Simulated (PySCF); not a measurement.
C3H8ClSi, SMILES [CH2][Si](C)(C)Cl, multiplicity 2. Coordinates come from a PBE-D3(BJ)/def2-SVP optimisation. The isomer is the one that the SMILES or the coordinates give; other isomers of the formula were not compared.

Computed equilibrium geometry at PBE-D3(BJ)/def2-SVP (PySCF confirms it by a frequency run) as Cartesian coordinates in Å, and its point group:
point group Cs.
```xyz
13

C      0.8438    -1.8352     0.0000
Si     0.3636    -0.0447     0.0000
C      0.9445     0.8203     1.5646
C      0.9445     0.8203    -1.5646
Cl    -1.7514     0.0375     0.0000
H      0.9474    -2.4224     0.9291
H      0.9474    -2.4224    -0.9291
H      0.5572     0.3036     2.4656
H      0.5855     1.8688     1.5893
H      2.0529     0.8285     1.6170
H      0.5855     1.8688    -1.5893
H      0.5572     0.3036    -2.4656
H      2.0529     0.8285    -1.6170
```
Charge 0, spin multiplicity 2.
